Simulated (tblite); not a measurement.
C₃H₅BCl₂Si.
SMILES with atom numbers: `[BH2:1][CH:2]=[C:3]=[CH:4][SiH:5]([Cl:6])[Cl:7]` (hydrogens: H8, H9 on B1; H10 on C2; H11 on C4; H12 on Si5)

Computed with GFN2-xTB (tblite), gas phase: L-BFGS steps from a force-field or distance-geometry start until the largest atomic force falls under 0.01 eV/Å.

Step 45: E = -572.7761 eV
```
atom  x, y, z in Å  |  force x, y, z in eV/Å
B1      2.2090    1.1759    0.3460    0.038   0.030   0.020
C2      1.6490   -0.0175   -0.4339    0.011   0.021  -0.004
C3      0.3874   -0.0842   -0.7654   -0.024  -0.044  -0.007
C4     -0.8933   -0.1372   -0.9585    0.009  -0.021   0.038
Si5    -2.0514   -0.8273    0.3618   -0.048   0.057  -0.081
Cl6    -0.9649   -1.4744    1.9279    0.018  -0.018   0.029
Cl7    -3.2882    0.6553    0.9611   -0.009  -0.027  -0.008
H8      3.3447    1.1953    0.6249   -0.015   0.017   0.015
H9      1.4947    2.0454    0.6635    0.019   0.011  -0.013
H10     2.2921   -0.8420   -0.7142    0.006  -0.030  -0.039
H11    -1.3269    0.2363   -1.8753    0.005   0.004   0.039
H12    -2.8509   -1.9263   -0.1639   -0.010   0.001   0.012
```

Step 46: E = -572.7767 eV
```
atom  x, y, z in Å  |  force x, y, z in eV/Å
B1      2.2106    1.1768    0.3430    0.039   0.028   0.031
C2      1.6515   -0.0182   -0.4343    0.010   0.031  -0.023
C3      0.3896   -0.0872   -0.7638   -0.055  -0.031   0.010
C4     -0.8921   -0.1359   -0.9513    0.008  -0.039   0.036
Si5    -2.0545   -0.8289    0.3647   -0.032   0.051  -0.110
Cl6    -0.9737   -1.4780    1.9332    0.018  -0.019   0.033
Cl7    -3.2916    0.6555    0.9566   -0.016  -0.027  -0.002
H8      3.3450    1.1963    0.6247    0.004   0.016   0.013
H9      1.4976    2.0471    0.6590    0.005   0.018  -0.012
H10     2.2953   -0.8388   -0.7209    0.025  -0.052  -0.033
H11    -1.3259    0.2381   -1.8675   -0.001   0.011   0.032
H12    -2.8507   -1.9275   -0.1694   -0.004   0.014   0.025
```

Step 47: E = -572.7776 eV
```
atom  x, y, z in Å  |  force x, y, z in eV/Å
B1      2.2158    1.1790    0.3388    0.043   0.021   0.038
C2      1.6547   -0.0188   -0.4336    0.022   0.035  -0.040
C3      0.3919   -0.0921   -0.7584   -0.057  -0.007   0.040
C4     -0.8907   -0.1349   -0.9396    0.009  -0.053   0.013
Si5    -2.0613   -0.8307    0.3664   -0.002   0.022  -0.095
Cl6    -0.9883   -1.4838    1.9410   -0.002  -0.010   0.014
Cl7    -3.3000    0.6542    0.9486   -0.027  -0.020   0.007
H8      3.3522    1.2022    0.6157   -0.016   0.011   0.003
H9      1.5025    2.0483    0.6576    0.007   0.013  -0.014
H10     2.2994   -0.8355   -0.7288    0.033  -0.059  -0.020
H11    -1.3231    0.2407   -1.8555   -0.009   0.022   0.017
H12    -2.8518   -1.9292   -0.1783   -0.001   0.023   0.036
```

Question: Estimate the geometry and energy of step 48. (The exact step hangs on the optimiser's Hessian estimate; all steps are aligned on step 47, rigid shifts and turns removed.)

Answer: E = -572.7783 eV, largest force 0.066 eV/Å
```
atom  x, y, z in Å  |  force x, y, z in eV/Å
B1      2.2200    1.1807    0.3364    0.022   0.005   0.022
C2      1.6578   -0.0185   -0.4348    0.028   0.022  -0.047
C3      0.3934   -0.0965   -0.7533   -0.023   0.017   0.060
C4     -0.8897   -0.1351   -0.9298    0.013  -0.050  -0.020
Si5    -2.0668   -0.8319    0.3666    0.020  -0.009  -0.040
Cl6    -0.9978   -1.4882    1.9463   -0.028   0.002  -0.015
Cl7    -3.3074    0.6526    0.9423   -0.035  -0.012   0.015
H8      3.3564    1.2056    0.6116   -0.009   0.009   0.003
H9      1.5062    2.0500    0.6539    0.006   0.013  -0.010
H10     2.3037   -0.8330   -0.7360    0.024  -0.043  -0.007
H11    -1.3207    0.2430   -1.8451   -0.014   0.030   0.002
H12    -2.8538   -1.9294   -0.1842   -0.004   0.017   0.039
```

The energy changes by -0.0007 eV. The first-order estimate −F·Δx gives -0.0010 eV and the mean of the old and new forces, exact on a quadratic surface, -0.0007 eV. The step makes an angle of 78° with the force vector and moves no atom by more than 0.012 Å.

What follows is the cost of the whole relaxation. Hardware: one thread of an Arm Neoverse V1, no GPU (shared host). Cost: 0.53 s.
